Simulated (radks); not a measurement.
Initial-state core-level shifts of neutral sulfur when its valence configuration changes from [Ne] 3s2 3p4. Calculated with a radial shooting solver on a logarithmic mesh with Libxc functionals: non-relativistic Kohn-Sham, BLYP, spin-polarised, spherical densities, point nucleus; open shells are filled with parallel spins first. Shifts are changes of the shell-averaged eigenvalues in eV (positive: less bound); the change of the density at the nucleus, which sets a Mossbauer isomer shift, is in e/bohr^3, on a base of 2676.

| valence | 1s | 2s | 2p | density at nucleus |
|---|---|---|---|---|
| 3s1 3p5 | -1.461 | -1.440 | -1.425 | -8.7103 |
| 3p6 | -2.926 | -2.880 | -2.849 | -18.0135 |
| 3s1.5 3p4.5 | -0.737 | -0.726 | -0.718 | -4.3315 |
| 3s0.5 3p5.5 | -2.245 | -2.206 | -2.183 | -13.3368 |
